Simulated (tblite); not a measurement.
Question: What does the GFN2-xTB structure of `Cc1cncpc1C=O` look like in three dimensions?

Answer: 
```
atom  x, y, z in Å
C1     1.0567   -1.5388   -0.2056
C2     0.0092   -0.4977   -0.0043
C3    -1.3027   -0.9054    0.2451
N4    -2.3473   -0.1279    0.4448
C5    -2.2653    1.1773    0.4296
P6    -0.8452    2.1579    0.1609
C7     0.3255    0.8660   -0.0623
C8     1.6849    1.3570   -0.3180
O9     2.6780    0.7032   -0.5065
H10    1.8487   -1.4251    0.5329
H11    0.6299   -2.5359   -0.1278
H12    1.5246   -1.4200   -1.1817
H13   -1.5225   -1.9658    0.2861
H14   -3.2036    1.6945    0.6081
H15    1.7245    2.4688   -0.3230
```

Orientation and origin are arbitrary. Atoms count from 1 in this order. The 6-membered ring C2–C3–N4–C5–P6–C7 has internal angles of 98.5° to 127.8° (sum 720°, against 720° for a flat polygon); it is planar, 0.00 Å rms from its mean plane, widest ring torsion 0°. The 9 heavy atoms lie in one plane (0.001 Å rms). The C–C distances run from 1.396 Å (C2–C3, aromatic) to 1.491 Å (C1–C2, drawn single), a spread of 0.095 Å. Of the pairs four or more bonds apart, C1···O9 is among the closest relative to their van der Waals radii: 2.78 Å, 86 % of the sum of Bondi's values.

Bonds between heavy atoms (Å): C1–C2 1.491, C2–C3 1.396, C3–N4 1.317, N4–C5 1.308, C5–P6 1.747, P6–C7 1.758, C7–C8 1.468, C8=O9 1.204, C2–C7 1.401.

Computed geometry: GFN2-xTB, gas phase.

Point group: Cs (tolerance 0.08 Å). Its GFN2-xTB frequencies are all real (lowest 70 cm⁻¹). One conformer, not necessarily the lowest (P6–C7–C8–O9 180°). 2 starts were optimised and ended at 0.00 and 0.22 kcal/mol (GFN2-xTB); the lowest of these is shown.
